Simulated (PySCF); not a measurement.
C6H9N2 (doublet state).
Cartesian coordinates in Å at the GFN2-xTB level; atoms count from 1:
```
atom  x, y, z in Å
C1    -1.453   -0.748   -1.072
C2    -0.923    0.346   -0.130
C3    -1.555    0.266    1.254
C4     0.548    0.262   -0.075
N5     1.264    0.055    1.059
C6     2.520    0.036    0.667
C7     2.556    0.242   -0.760
N8     1.323    0.375   -1.191
H9    -1.251   -1.729   -0.649
H10   -0.964   -0.674   -2.039
H11   -2.526   -0.634   -1.204
H12   -1.167    1.311   -0.596
H13   -1.188    1.070    1.885
H14   -2.637    0.340    1.178
H15   -1.298   -0.677    1.729
H16    3.336   -0.114    1.347
H17    3.407    0.286   -1.412
```

The hyperfine couplings belong to this conformer and change with its torsions.

As a line formula: `CC(C)C1=NC=C[N]1` [radical].

Computed with UKS B3LYP, pcH-1 on C H N, non-relativistic, mean-field spin-orbit, GIAO in PySCF. One conformer (not necessarily the lowest) at the GFN2-xTB geometry, without solvent, vibrations or thermal averaging. The geometry wasn't refined by DFT: couplings that depend on bond lengths, twists or pyramidal angles can differ widely from those at the functional's own minimum. No stability test was run, so a lower SCF solution isn't excluded.

Problem. Match the computed a_iso(1H) values +67.5, -28.9, -25.0, +0.9 MHz (means over equivalent nuclei) with the sites H9 (×6); H12; H16; H17.

Solution. 
| site | a_iso (MHz) | ρ(0) (bohr⁻³) | position | distance from C4 (Å) | bound to | spin population there | largest \|T\| (MHz) |
| --- | --- | --- | --- | --- | --- | --- | --- |
| H9 (×6) | +0.9 | +0.0002 | 3 bonds from C4 | 2.95 | C1/C3 | +0.01 | 3.4 |
| H12 | +67.5 | +0.0151 | 2 bonds from C4 | 2.08 | C2 | -0.04 | 5.6 |
| H16 | -28.9 | -0.0065 | 1 bond from C6 | 3.15 | C6 | +0.38 | 18.7 |
| H17 | -25.0 | -0.0056 | 1 bond from C7 | 3.16 | C7 | +0.31 | 16.7 |

ρ(0) is the spin density at the nucleus and T the dipolar tensor; entries for several nuclei are means. Largest spin populations (Mulliken): C4 (+0.46), C6 (+0.38), C7 (+0.31) and N5 (-0.08). Three atoms exceed +0.15. The positive populations add up to 1.20 and the negative ones to -0.20, together 2S = 1. Main spin sites, with 60 % or more of the largest population: C4, C6, C7; positions count bonds from the nearest.

The spin density at the nucleus, in bohr⁻³, is negative for N5 (-0.0144), C2 (-0.0143) and N8 (-0.0098), for instance. A restricted open-shell determinant has no negative spin density anywhere; here it arises because α and β orbitals differ (spin polarisation).

Means are taken over nuclei equivalent by connectivity, which assumes that they swap fast. The six 1H nuclei of mean +0.9 MHz run from -1.8 to 9.4 MHz in the frozen geometry. The 13C value of +16.3 MHz is a mean of couplings from 0.1 to 32.4 MHz in this one geometry, not an average over conformers.
